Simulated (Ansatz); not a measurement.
`O=C(O)[TeH]` + H₂ → H₂Te + `O=CO` at 500 K and 1 bar (hydrogenolysis of a Te–C bond).

Program: Ansatz. Geometries: PBE0-D4/def2-TZVP. ΔE: electronic, gas phase. CCSD(T)/CBS adds triple-zeta CCSD(T) − MP2 to the extrapolated MP2 energy (def2 sets, frozen cores). This one scheme is used for every species. Elements past krypton have def2 core potentials. For Te outer-core shells are correlated without core-valence functions, which leaves a few kJ/mol of doubt a bond. Each species was taken in one conformer, which may not be the lowest.

```tsv
species	CCSD(T)/CBS energy (Eh)	H − E (kJ/mol)	S (J/(mol·K))
`O=C(O)[TeH]`	-457.32249	112.7	353.6
H₂	-1.17544	41.0	145.5
H₂Te	-268.91024	48.9	247.6
`O=CO`	-189.60296	110.7	274.8
```

H − E and S are ideal-gas, rigid-rotor, harmonic terms from PBE0-D4/def2-TZVP, for one conformer and one mirror image of each species. The MP2-based limit puts H₂ 0.8 mEh under its directly extrapolated value; such offsets cancel only in part. 1 Eh = 2625.50 kJ/mol, R = 8.31446 J/(mol·K).

Problem. By hand: ΔE, ΔH, ΔS and ΔG.

Solution. ΔE = (-268.91024) + (-189.60296) − (-457.32249) − (-1.17544) = -0.01527 Eh = -40.1 kJ/mol. Δ(H − E) = 48.9 + 110.7 − 112.7 − 41.0 = 5.9, so ΔH = -34.2 kJ/mol. ΔS = 247.6 + 274.8 − 353.6 − 145.5 = 23.3 J/(mol·K). ΔG = -34.2 − 500 × (23.3)/1000 = -45.9 kJ/mol.

Problem. By hand: the equilibrium constant, and the temperature at which ΔG would vanish if ΔH and ΔS stayed fixed.

Solution. log₁₀ K = −ΔG/(RT ln 10) = 4.8. ΔH and −TΔS have one sign here, so there is no such temperature.

TΔS isn't small against ΔH here. A doubt of 5 kJ/mol in ΔE shifts log₁₀ K by 0.5 here. Other conformers and mirror images would add mixing entropy, several J/(mol·K) or more a flexible species. These are equilibria of isolated gas molecules and say nothing of rates. Largest T1 diagnostic: 0.016 (customary marks: 0.02 for closed shells, 0.045 for open ones).
